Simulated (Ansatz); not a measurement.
Mean bond length (Å) of eight silicon and germanium compounds: PBE-D3(BJ) beside B3LYP-D3(BJ), computed with Ansatz (a first-principles code) for isolated molecules in the bases named; differences from unrounded values. The eight are the first of their class met in an unordered collection, after screening for sound electronic states; none was chosen by its value. Each level has its own optimised geometry.

```csv
molecule,basis,B3LYP-D3(BJ),PBE-D3(BJ),difference
"C3H6F2Si, SMILES C1(CC1)(F)[SiH2]F",def2-SVP,1.396,(withheld),(withheld)
"C2H5ClFNSi, SMILES C=C[Si](N)(F)Cl",def2-SVP,1.391,1.400,0.008
"C2H9FSi3, SMILES [Si@@H]1([SiH2]C[C@@H]1F)[SiH3]",def2-SVP,1.584,1.593,0.008
"C2H5N3Si, SMILES N[SiH]1N=CC=N1",def2-SVP,1.375,1.385,0.010
"Cl₂H₆Si₃, SMILES [SiH3][SiH2][SiH](Cl)Cl",def2-SVP,1.780,1.789,0.009
"CH3ClFNSi2, SMILES [SiH2]1C=N[Si@@]1(Cl)F",def2-SVP,1.681,(withheld),(withheld)
"B(Cl)2(OSiH3) (BCl2H3OSi), SMILES ClB(O[SiH3])Cl",def2-SVP,1.575,1.585,0.010
"C₂H₁₀FNSi₂, SMILES NC[SiH2]C[SiH2]F",def2-SVP,1.412,(withheld),(withheld)
```

Complete the blanks. (The exact figures need the calculation; the answer reports its results.)


- CH3ClFNSi2, SMILES [SiH2]1C=N[Si@@]1(Cl)F, PBE-D3(BJ): 1.692
- CH3ClFNSi2, SMILES [SiH2]1C=N[Si@@]1(Cl)F, difference: 0.011
- C3H6F2Si, SMILES C1(CC1)(F)[SiH2]F, PBE-D3(BJ): 1.404
- C3H6F2Si, SMILES C1(CC1)(F)[SiH2]F, difference: 0.008
- C₂H₁₀FNSi₂, SMILES NC[SiH2]C[SiH2]F, PBE-D3(BJ): 1.421
- C₂H₁₀FNSi₂, SMILES NC[SiH2]C[SiH2]F, difference: 0.009

PBE-D3(BJ) lies below B3LYP-D3(BJ) in 0 and above it in 8 of the eight; the mean signed difference is 0.009 and the largest 0.011 Å.
